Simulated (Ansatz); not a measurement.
The cluster Ge₃Te₇. Charge 0, multiplicity 1. Geometry PBE-D4/def2-SVP.

| atom | x (Å) | y (Å) | z (Å) |
| --- | --- | --- | --- |
| Ge1 | -0.345 | -3.473 | -0.112 |
| Ge2 | 1.190 | -1.834 | -1.158 |
| Ge3 | -0.099 | 1.627 | -1.349 |
| Te4 | 1.213 | 3.878 | -0.355 |
| Te5 | 1.961 | 0.186 | -2.480 |
| Te6 | -1.978 | -1.328 | -0.890 |
| Te7 | 0.916 | 1.599 | 1.200 |
| Te8 | -2.471 | -0.712 | 1.752 |
| Te9 | 1.424 | -1.877 | 1.426 |
| Te10 | -1.810 | 1.935 | 1.967 |

In the def2 sets Te takes a core potential, while STO-3G treats all electrons; there is no spin–orbit coupling. Another isomer (singlet) lies 1.06 eV lower at PBE0-D4/def2-SVP; other spin states weren't run for this one.

Estimate the orbital energies around the gap (eV) in Ansatz with HF/STO-3G, PBE-D4/def2-SVP, PBE-D4/def2-TZVP, r2SCAN-D4/def2-TZVP, PBE0-D4/def2-TZVP.


```csv
orbital,HF/STO-3G,PBE-D4/def2-SVP,PBE-D4/def2-TZVP,r2SCAN-D4/def2-TZVP,PBE0-D4/def2-TZVP
HOMO−13,-9.32,-8.15,-8.10,-8.44,-9.13
HOMO−12,-8.93,-7.84,-7.79,-8.14,-8.84
HOMO−11,-8.77,-7.55,-7.52,-7.84,-8.54
HOMO−10,-8.40,-7.38,-7.36,-7.69,-8.41
HOMO−9,-7.86,-6.84,-6.82,-7.11,-7.77
HOMO−8,-7.77,-6.75,-6.74,-7.04,-7.74
HOMO−7,-7.50,-6.53,-6.52,-6.81,-7.46
HOMO−6,-7.03,-6.20,-6.19,-6.46,-7.10
HOMO−5,-6.64,-5.97,-5.97,-6.23,-6.84
HOMO−4,-6.43,-5.57,-5.58,-5.83,-6.49
HOMO−3,-6.30,-5.51,-5.54,-5.78,-6.44
HOMO−2,-5.95,-5.45,-5.46,-5.69,-6.27
HOMO−1,-5.38,-5.14,-5.17,-5.40,-6.02
HOMO,-5.11,-5.11,-5.13,-5.35,-5.94
LUMO,2.70,-3.79,-3.78,-3.82,-3.24
LUMO+1,2.87,-3.54,-3.53,-3.53,-2.95
LUMO+2,3.47,-3.32,-3.31,-3.33,-2.75
LUMO+3,3.90,-3.13,-3.13,-3.12,-2.51
LUMO+4,4.32,-3.05,-3.06,-3.01,-2.44
LUMO+5,4.51,-2.61,-2.63,-2.58,-1.98
```
